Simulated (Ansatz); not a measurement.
`CN1C[AsH]1` → As• + 2 C• + 6 H• + N•  (atomization)

Calculated with Ansatz (gas phase, PBE0-D4/def2-TZVP geometries, no zero-point term in ΔE). CCSD(T)/CBS adds triple-zeta CCSD(T) − MP2 to the extrapolated MP2 energy (def2 sets, frozen cores). This one scheme is used for every species, atoms too. Functionals use def2-TZVPP. Open shells (•) are unrestricted, without spin–orbit coupling. Spin–orbit coupling would lower the free atoms: a little for C. Bonds to As are less sure, by a few kJ/mol each and by 10 to 20 or more in all where they break to atoms, as the def2 sets lack core-valence functions. Scalar relativity is left out up to krypton.

```csv
level,ΔE (eV)
PBE-D4,37.07
ωB97X-V,36.20
ωB97M-V,36.04
r2SCAN,35.94
HF/def2-QZVPP,24.20
HF/CBS(def2),24.21
MP2/CBS(def2),36.32
CCSD/CBS(def2),35.24
```

Problem. What does CCSD(T)/CBS give? (An estimate is asked.)

Solution. The calculation gave: +35.94 eV. The listed levels differ from it by 1.13, 0.26, 0.10, 0.00, -11.74, -11.73, 0.38, -0.70 eV.

Largest T1 diagnostic among the species: 0.012.

In def2-TZVPP, CCSD(T) changes the Hartree–Fock value by +10.75 eV (the triples alone add +0.69 eV) and MP2 by +11.13 eV; breaking electron pairs costs correlation energy, which Hartree–Fock lacks. The D4 term adds +0.34 eV with B3LYP and +0.18 eV with PBE0; it sums over pairs of atoms, weighted by their polarisabilities, and B3LYP, whose exchange is more repulsive, gets the larger term.

B3LYP here is the variant with VWN-RPA as its local correlation; programs differ in this.

For atomizations the MP2-based limit and the directly extrapolated one differ by several kJ/mol either way, and by 10 to 25 for some Ge, Se and Sn compounds, so smaller differences from it don't rank the levels.
